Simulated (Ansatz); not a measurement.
Stepwise reaction of `[SH][Ga]([Br])[Br]` with hydrogen sulfide, as a gas-phase model of exchange steps in deposition or etching. ΔE in kJ/mol.

Isolated molecules relaxed with PBE0-D4/def2-TZVP in Ansatz; ΔE leaves out vibrations. CCSD(T)/CBS adds triple-zeta CCSD(T) − MP2 to the extrapolated MP2 energy (def2 sets, frozen cores). This one scheme is used for every species. DFT in def2-TZVPP. B3LYP here is the variant with VWN-RPA as its local correlation; programs differ in this. For Br, Ga outer-core shells are correlated without core-valence functions, which leaves a few kJ/mol of doubt a bond. Scalar relativity is left out up to krypton. Each species was taken in one conformer, which may not be the lowest.

```json
{"step": "1", "reaction": "`[SH][Ga]([Br])[Br]` + H₂S → `[SH][Ga]([SH])[Br]` + HBr", "PBE-D4": "29.6", "B3LYP-D4": "34.5", "ωB97M-V": "34.7", "CCSD(T)/CBS": "33.3"}
{"step": "2", "reaction": "`[SH][Ga]([SH])[Br]` + H₂S → `[SH][Ga]([SH])[SH]` + HBr", "PBE-D4": "37.6", "B3LYP-D4": "42.0", "ωB97M-V": "42.9", "CCSD(T)/CBS": "40.7"}
```

Q: By hand: ΔE of the 2 steps together at CCSD(T)/CBS.

A: (33.3) + (40.7) = 74.0 kJ/mol, or 37.0 kJ/mol a step.

In ΔE each step is higher than the one before. All are uphill at CCSD(T)/CBS. PBE-D4 differs from CCSD(T)/CBS by -3.7 to -3.1 kJ/mol a step. Only this route is followed, and other bonds may react first. Isolated molecules leave out the surface, adducts and barriers. Largest T1 diagnostic: 0.012.
